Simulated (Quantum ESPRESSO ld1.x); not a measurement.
Input (ld1.x (Quantum ESPRESSO 7.5)):

```
 &input
    zed=35.0,
    iswitch=1,
    rel=2,
    dft='BLYP',
    config='[Ar] 3d9.5 4s2 4p2 5s0.5',
    rel_dist='energy',
    verbosity='high',
    lsmall=.true.,
    prefix='ld1',
    max_out_wfc=37,
    file_charge='ld1.rho',
 /
```

It prints:

```
     Program LD1 v.7.5 starts

     --------------------------- All-electron run ----------------------------

     dirac relativistic calculation

     atomic number is 35.00
     dft =BLYP   lsd =0 sic =0 latt =0  beta=0.20 tr2=1.0E-14
     Exchange-correlation= BLYP
                           (   1   3   1   3   0   0   0)
     mesh =2021 r(mesh) =  99.94819 a.u. xmin = -8.00 dx = 0.00800
     1 Ry =  13.60569312 eV, c = 137.03599908

     n l j   nl                  e(Ry)          e(Ha)          e(eV)
     Spin orbit split results
     1 0 0.5 1S 1( 2.00)    -982.477353381    -491.238676690 -13367.2853704
     2 0 0.5 2S 1( 2.00)    -131.081555860     -65.540777930  -1783.4554231
     2 1 0.5 2P 1( 2.00)    -118.434920182     -59.217460091  -1611.3891790
     2 1 1.5 2P 1( 4.00)    -114.940588127     -57.470294064  -1563.8463694
     3 0 0.5 3S 1( 2.00)     -21.024715204     -10.512357602   -286.0558231
     3 1 0.5 3P 1( 2.00)     -16.624290599      -8.312145299   -226.1849963
     3 1 1.5 3P 1( 4.00)     -16.114005197      -8.057002598   -219.2422097
     3 2 1.5 3D 1( 4.00)      -8.477372274      -4.238686137   -115.3405256
     3 2 2.5 3D 1( 5.50)      -8.394861589      -4.197430794   -114.2179106
     4 0 0.5 4S 1( 2.00)      -4.277682987      -2.138841493    -58.2008420
     4 1 0.5 4P 1( 2.00)      -3.219514836      -1.609757418    -43.8037309
     4 1 1.5 4P 1( 0.00)      -3.160039684      -1.580019842    -42.9945302
     5 0 0.5 5S 1( 0.50)      -1.546934168      -0.773467084    -21.0471116
     Averaged results
     1 0     1S 1( 2.00)    -982.477353381    -491.238676690 -13367.2853704
     2 0     2S 1( 2.00)    -131.081555860     -65.540777930  -1783.4554231
     2 1     2P 1( 6.00)    -116.105365479     -58.052682739  -1579.6939726
     3 0     3S 1( 2.00)     -21.024715204     -10.512357602   -286.0558231
     3 1     3P 1( 6.00)     -16.284100331      -8.142050165   -221.5564719
     3 2     3D 1( 9.50)      -8.427865863      -4.213932931   -114.6669566
     4 0     4S 1( 2.00)      -4.277682987      -2.138841493    -58.2008420
     4 1     4P 1( 2.00)      -3.179864734      -1.589932367    -43.2642637
     5 0     5S 1( 0.50)      -1.546934168      -0.773467084    -21.0471116

     final scf error:  1.4E-15 reached in  34 iterations

     Etot =   -5205.802719 Ry,   -2602.901360 Ha,  -70828.554257 eV

     Ekin =    5339.124170 Ry,    2669.562085 Ha,   72642.485001 eV
     Encl =  -12463.426715 Ry,   -6231.713357 Ha, -169573.559141 eV
     Eh   =    2100.573574 Ry,    1050.286787 Ha,   28579.759431 eV
     Exc  =    -182.073748 Ry,     -91.036874 Ha,   -2477.239548 eV

     normalization and overlap integrals

     s(1S/1S) =  1.000000  <r> =   0.0427  <r2> =    0.0025  r(max) =   0.0279
     LC norm =  0.98389230 + SC norm =  0.01610770 =  1.00000000
     s(1S/2S) =  0.000000
     s(1S/3S) = -0.000000
     s(1S/4S) =  0.000000
     s(1S/5S) =  0.000000
     s(2S/2S) =  1.000000  <r> =   0.1893  <r2> =    0.0423  r(max) =   0.1596
     LC norm =  0.99681748 + SC norm =  0.00318252 =  1.00000000
     s(2S/3S) =  0.000000
     s(2S/4S) = -0.000000
     s(2S/5S) =  0.000000
     s(2P/2P) =  1.000000  <r> =   0.1627  <r2> =    0.0325  r(max) =   0.1255
     LC norm =  0.99682271 + SC norm =  0.00317729 =  1.00000000
     s(2P/3P) =  0.000000
     s(2P/4P) =  0.000000
     s(2P/2P) =  1.000000  <r> =   0.1666  <r2> =    0.0339  r(max) =   0.1286
     LC norm =  0.99689743 + SC norm =  0.00310257 =  1.00000000
     s(2P/3P) =  0.000000
     s(2P/4P) = -0.000000
     s(3S/3S) =  1.000000  <r> =   0.5488  <r2> =    0.3464  r(max) =   0.4813
     LC norm =  0.99922548 + SC norm =  0.00077452 =  1.00000000
     s(3S/4S) =  0.000000
     s(3S/5S) =  0.000000
     s(3P/3P) =  1.000000  <r> =   0.5533  <r2> =    0.3584  r(max) =   0.4736
     LC norm =  0.99927569 + SC norm =  0.00072431 =  1.00000000
     s(3P/4P) =  0.000000
     s(3P/3P) =  1.000000  <r> =   0.5635  <r2> =    0.3717  r(max) =   0.4813
     LC norm =  0.99929570 + SC norm =  0.00070430 =  1.00000000
     s(3P/4P) =  0.000000
     s(3D/3D) =  1.000000  <r> =   0.5758  <r2> =    0.4083  r(max) =   0.4268
     LC norm =  0.99941134 + SC norm =  0.00058866 =  1.00000000
     s(3D/3D) =  1.000000  <r> =   0.5795  <r2> =    0.4135  r(max) =   0.4268
     LC norm =  0.99941699 + SC norm =  0.00058301 =  1.00000000
     s(4S/4S) =  1.000000  <r> =   1.5072  <r2> =    2.5694  r(max) =   1.3400
     LC norm =  0.99985425 + SC norm =  0.00014575 =  1.00000000
     s(4S/5S) =  0.000000
     s(4P/4P) =  1.000000  <r> =   1.6912  <r2> =    3.2578  r(max) =   1.4750
     LC norm =  0.99988239 + SC norm =  0.00011761 =  1.00000000
     s(4P/4P) =  1.000000  <r> =   1.7168  <r2> =    3.3560  r(max) =   1.4988
     LC norm =  0.99988515 + SC norm =  0.00011485 =  1.00000000
     s(5S/5S) =  1.000000  <r> =   3.4182  <r2> =   13.0600  r(max) =   3.2305
     LC norm =  0.99995861 + SC norm =  0.00004139 =  1.00000000

     LC charge = 31.93073122 + SC charge =  0.06926878 = 32.00000000

     ------------------------ End of All-electron run ------------------------
```

Run on one thread of a shared host, so times are rough (Intel(R) Xeon(R) Processor @ 2.60GHz): 0.65 s of CPU time, 1.1 s wall, 34 iterations on 2021 mesh points.
